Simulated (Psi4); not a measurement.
C4H10Zn, charge -1, doublet, at a GFN2-xTB geometry (such geometries of metal compounds can be far from the true shape) (a state made from the parent by changing its charge; the spin is typed, not shown lowest) (a gas-phase anion, which may not be bound at this level); REVPBE/def2-SVP in Psi4 1.11.

Input for Psi4:
```
memory 2 GB

molecule mol {
-1 2
Zn   -0.359302    0.195062    0.983192
C     1.785028   -0.893492    0.439566
C     1.507107   -2.043269   -0.518129
H     2.390568   -1.275535    1.279980
H     2.422102   -0.156635   -0.077104
H     0.925813   -1.696768   -1.373880
H     0.930212   -2.831052   -0.024541
H     2.422242   -2.522024   -0.920435
C    -1.546647    0.772631   -1.099106
C    -0.584535    1.534427   -1.999254
H    -2.478865    1.357027   -1.007834
H    -1.829890   -0.164437   -1.606564
H     0.343149    0.975086   -2.128296
H    -0.327191    2.504003   -1.562648
H    -0.984789    1.736691   -3.012891
}

set {
  basis def2-svp
  reference uks
}

energy('revpbe')
print_variables()
```

**Question.** What does Psi4 print? Leave out banner, timings and long lists.

**Answer.** 
```
   => Loading Basis Set <=

    Name: DEF2-SVP
    Role: ORBITAL
    Keyword: BASIS

         ---------------------------------------------------------
                                   SCF
               by Justin Turney, Rob Parrish, Andy Simmonett
                          and Daniel G. A. Smith
                              UKS Reference
         ---------------------------------------------------------

  ==> Geometry <==

    Molecular point group: c1
    Full point group: C1

    Geometry (in Angstrom), charge = -1, multiplicity = 2:

       Center              X                  Y                   Z               Mass
    ------------   -----------------  -----------------  -----------------  -----------------
         ZN          -0.316720629407     0.171917173169     0.866677060484    63.929142010000
         C            1.827609370593    -0.916636826831     0.323051060484    12.000000000000
         C            1.549688370593    -2.066413826831    -0.634643939516    12.000000000000
         H            2.433149370593    -1.298679826831     1.163465060484     1.007825032230
         H            2.464683370593    -0.179779826831    -0.193618939516     1.007825032230
         H            0.968394370593    -1.719912826831    -1.490394939516     1.007825032230
         H            0.972793370593    -2.854196826831    -0.141055939516     1.007825032230
         H            2.464823370593    -2.545168826831    -1.036949939516     1.007825032230
         C           -1.504065629407     0.749486173169    -1.215620939516    12.000000000000
         C           -0.541953629407     1.511282173169    -2.115768939516    12.000000000000
         H           -2.436283629407     1.333882173169    -1.124348939516     1.007825032230
         H           -1.787308629407    -0.187581826831    -1.723078939516     1.007825032230
         H            0.385730370593     0.951941173169    -2.244810939516     1.007825032230
         H           -0.284609629407     2.480858173169    -1.679162939516     1.007825032230
         H           -0.942207629407     1.713546173169    -3.129405939516     1.007825032230

  Running in c1 symmetry.

  Rotational constants: A =      0.10254  B =      0.06029  C =      0.04312 [cm^-1]
  Rotational constants: A =   3074.09453  B =   1807.35368  C =   1292.63155 [MHz]
  Nuclear repulsion =  290.984099237636372

  Charge       = -1
  Multiplicity = 2
  Electrons    = 65
  Nalpha       = 33
  Nbeta        = 32

  ==> Algorithm <==
[...]
      Ntotal   =   64.9999876274 ; deviation = -1.237e-05

   @Spin Contamination Metric:   3.072286211E-03
   @S^2 Expected:                7.500000000E-01
   @S^2 Observed:                7.530722862E-01
   @S   Expected:                5.000000000E-01
   @S   Observed:                5.000000000E-01

    Orbital Energies [Eh]
    ---------------------

    Alpha Occupied:

[...]
    Alpha Virtual:

[...]
    Beta Occupied:

[...]
    Beta Virtual:

[...]
    Final Occupation by Irrep:
              A
    DOCC [    32 ]
    SOCC [     1 ]
    NA   [    33 ]
    NB   [    32 ]

  @DF-UKS Final Energy: -1937.21193144812946

   => Energetics <=

    Nuclear Repulsion Energy =            290.9840992376363715
    One-Electron Energy =               -3284.7190853103779773
    Two-Electron Energy =                1153.0085590923044947
    DFT Exchange-Correlation Energy =     -96.4855044676922518
    Empirical Dispersion Energy =           0.0000000000000000
    VV10 Nonlocal Energy =                  0.0000000000000000
    Total Energy =                      -1937.2119314481294623

  UHF NO Occupations:
  HONO-2 :   31  A 1.9997492
  HONO-1 :   32  A 1.9989536
  HONO-0 :   33  A 1.0000000
  LUNO+0 :   34  A 0.0010464
  LUNO+1 :   35  A 0.0002508
  LUNO+2 :   36  A 0.0000685
  LUNO+3 :   37  A 0.0000504

Computation Completed

Properties will be evaluated at   0.000000,   0.000000,   0.000000 [a0]

Properties computed using the SCF density matrix

 Multipole Moments:

 ------------------------------------------------------------------------------------
     Multipole            Electronic (a.u.)      Nuclear  (a.u.)        Total (a.u.)
 ------------------------------------------------------------------------------------

 L = 1.  Multiply by 2.5417464519 to convert [e a0] to [Debye]
 Dipole X            :         -5.1273925            5.1499132            0.0225208
 Dipole Y            :          2.7848595           -2.7991964           -0.0143368
 Dipole Z            :         14.0320817          -14.0915878           -0.0595061
 Magnitude           :                                                    0.0652205

 ------------------------------------------------------------------------------------

  Variable Map:
  ----------------------------------------------------------------------------
[...]
  Array Variable Map:
  ----------------------------------------------------------------------------
[...]
[...]
```
